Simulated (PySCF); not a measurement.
Gas-phase reaction: 2 ZrCl₂(OH)₂ + 3 O₂ ⇌ 2 ZrOCl₂ + 4 HO₂, at 1200 K and a standard pressure of 1 bar. Level: M06-2X/def2-TZVP†.

Energies from PySCF, thermal terms from the rigid-rotor harmonic-oscillator model, ideal gas at 1 bar. † marks an energy on the PBE0/def2-TZVP geometry and frequencies. Open shells (unrestricted): O₂ (multiplicity 3), HO₂ (multiplicity 2); the rest are closed-shell singlets. Zr: scalar-relativistic def2 core potential, no spin-orbit coupling. ZrCl₂(OH)₂, ZrOCl₂: computed as isolated molecules; such fragments, hydroxides, amides, oligomers or adducts are transient or little studied in the gas. The harmonic model lacks anharmonicity and excited electronic states, which grow with temperature; levels with a mode under 35 cm⁻¹ are left out. Soft modes under 120 cm⁻¹ make the harmonic entropy rough for ZrCl₂(OH)₂, ZrOCl₂.

```
species          E (Ha)  H(1200 K) − E (kJ/mol)  S°(1200 K) (J/mol/K)
----------  -----------  ----------------------  --------------------
ZrCl₂(OH)₂  -1119.32235                   220.3                 578.7
O₂           -150.32713                    48.2                 249.0
ZrOCl₂      -1042.78216                   101.4                 449.6
HO₂          -150.90795                    86.3                 285.7
```
E: electronic energy; H − E holds the zero-point and thermal terms. 1 Ha = 2625.5 kJ/mol.

Task: Work out ΔH°, ΔS°, ΔG° and log10 K from these numbers.

Result: 1. ΔE = 2×(-1042.78216) + 4×(-150.90795) − 2×(-1119.32235) − 3×(-150.32713) = 0.42997 Ha = 1128.9 kJ.
2. Δ(H − E) = 2×(101.4) + 4×(86.3) − 2×(220.3) − 3×(48.2) = -37.2 kJ, so ΔH° = 1091.7 kJ.
3. ΔS° = 2×(449.6) + 4×(285.7) − 2×(578.7) − 3×(249.0) = 137.6 J/K; the number of gas molecules changes by +1.
4. ΔG° = ΔH° − TΔS° = 1091.7 − 1200×(137.6)/1000 = 926.6 kJ.
5. log10 K = −ΔG°/(RT ln 10) = -40.34, with RT ln 10 = 22.97 kJ/mol; at standard pressures the reactants are favoured.
6. A shift of 10 kJ in ΔE would move log10 K by 0.44 here.
For scale, ΔH°(298 K) is 1128 kJ at this level, 1096 kJ at ωB97M-V/def2-TZVP†, and runs from 753 to 1231 kJ over the 18 levels computed.
